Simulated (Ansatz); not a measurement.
Reaction (ligand exchange at the Si–C bond): `NC[SiH](F)Br` + `N[SiH3]` → `F[SiH](Br)N[SiH3]` + CH₃NH₂

Computed with Ansatz on PBE0-D4/def2-TZVP structures; ΔE is electronic, products minus reactants. CCSD(T)/CBS adds triple-zeta CCSD(T) − MP2 to the extrapolated MP2 energy (def2 sets, frozen cores). This one scheme is used for every species. DFT in def2-TZVPP. B3LYP here is the variant with VWN-RPA as its local correlation; programs differ in this. For Br outer-core shells are correlated without core-valence functions, which leaves a few kJ/mol of doubt a bond. Scalar relativity is left out up to krypton. One conformer a species, not always the lowest.

`NC[SiH](F)Br`:

Cartesian coordinates in Å:
```
N -0.688 -1.455 -0.084
C -0.148 -0.392 0.759
Si 0.588 1.052 -0.173
F 1.757 0.497 -1.110
Br -0.960 1.911 -1.506
H 0.030 -1.830 -0.692
H -1.421 -1.094 -0.685
H 0.624 -0.811 1.414
H -0.933 -0.027 1.430
H 1.152 2.149 0.646
```

`N[SiH3]`:

Cartesian coordinates in Å:
```
N -0.413 0.328 -0.927
Si 0.330 -0.257 0.510
H -0.322 1.301 -1.174
H -1.316 -0.024 -1.200
H 1.740 0.210 0.518
H -0.292 0.184 1.794
H 0.274 -1.742 0.479
```

`F[SiH](Br)N[SiH3]`:

```xyz
10

F     1.999   -1.558   -0.435
Si    1.031   -0.862    0.619
Br    0.673   -2.375    2.187
N    -0.449   -0.393   -0.061
Si   -0.880    1.162   -0.702
H     1.744    0.304    1.164
H    -1.149   -1.120   -0.133
H    -1.172    1.087   -2.157
H    -2.080    1.703   -0.014
H     0.284    2.051   -0.469
```

CH₃NH₂:

```xyz
7

C     0.367   -0.433    0.026
N    -0.676    0.554    0.244
H     0.946   -0.310   -0.901
H    -0.077   -1.431    0.011
H     1.069   -0.409    0.863
H    -1.344    0.541   -0.516
H    -0.285    1.487    0.272
```

Q: Is it downhill or uphill in electronic energy at CCSD(T)/CBS, and by how much? (Best estimate.)

A: Computed: Downhill: ΔE = -86.6 kJ/mol.

Q: What do these levels give: B3LYP-D4, ωB97M-V, B2PLYP, PBE, PBE0, B3LYP, MP2/def2-TZVPP, CCSD/def2-TZVPP, CCSD(T)/def2-TZVPP, HF/def2-QZVPP, MP2/def2-QZVPP, MP2/CBS(def2)? (An estimate is asked.)

A: Computed: B3LYP-D4 -83.6, ωB97M-V -83.1, B2PLYP -86.5, PBE -73.0, PBE0 -78.9, B3LYP -83.4, MP2/def2-TZVPP -88.8, CCSD/def2-TZVPP -88.7, CCSD(T)/def2-TZVPP -87.1, HF/def2-QZVPP -99.3, MP2/def2-QZVPP -88.9, MP2/CBS(def2) -88.2 kJ/mol.

Largest T1 diagnostic among the species: 0.010.

From PBE to PBE0 (25 % exact exchange), in def2-TZVPP and without D4, ΔE moves by −5.9 kJ/mol. In def2-TZVPP, CCSD(T) changes the Hartree–Fock value by +10.9 kJ/mol (the triples alone add +1.6 kJ/mol) and MP2 by +9.2 kJ/mol.
